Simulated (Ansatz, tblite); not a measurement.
# Ligand exchange: C2HBrF2 + ICl → C2HClF2 + IBr

Gas-phase species: C2HBrF2 `F/C=C(\F)Br`, singlet; ICl (iodine monochloride), singlet; C2HClF2 `F/C=C(\F)Cl`, singlet; IBr (iodine monobromide), singlet. The partners trade Br for Cl: C–Br and I–Cl bonds give way to C–Cl and I–Br.

Shapes, held fixed at every level: PBE0-D4/def2-TZVP. Programs: Ansatz 0.2.0, tblite 0.8.0. Electronic energies: no zero-point or thermal term.

```tsv
level	kind	ΔE (kJ/mol)	less CCSD(T)/def2-TZVPP
GFN2-xTB	semi-empirical	-47.0	-18.1
HF/def2-TZVPP	Hartree–Fock	-38.5	-9.6
r2SCAN-D4/def2-TZVPP	meta-GGA	-33.8	-4.9
PBE0-D4/def2-TZVPP	global hybrid	-34.7	-5.8
wB97X-V/def2-TZVPP	range-separated hybrid	-32.6	-3.7
B2PLYP/def2-TZVPP	double hybrid	-31.8	-2.9
CCSD/def2-TZVPP	coupled cluster or CI	-29.8	-0.9
CCSD(T)/def2-TZVPP	coupled cluster or CI	-28.9	0.0
```

The highest level, CCSD(T)/def2-TZVPP, gives ΔE = -28.9 kJ/mol; the levels span -47.0 to -28.9. The column of differences is taken from that level and isn't an error. No measured value is set beside it here. For atoms past krypton def2 sets carry core potentials with scalar relativity. Relativity is left out for Br. Outer-core shells of Br, I are correlated, in sets that cover them unevenly.
